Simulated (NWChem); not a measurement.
Species: sulfur trioxide (SO$_{3}$); SMILES S(=O)(=O)=O

All runs: NWChem. The geometry was optimised at PBE0/def2-SVP.

Problem. What does the run give for LDA (Slater exchange, VWN5)/def2-TZVPD? Quantities: highest occupied level (eV); orbital gap (eV).

Solution. 
- highest occupied level (eV) = -8.53
- orbital gap (eV) = 4.36
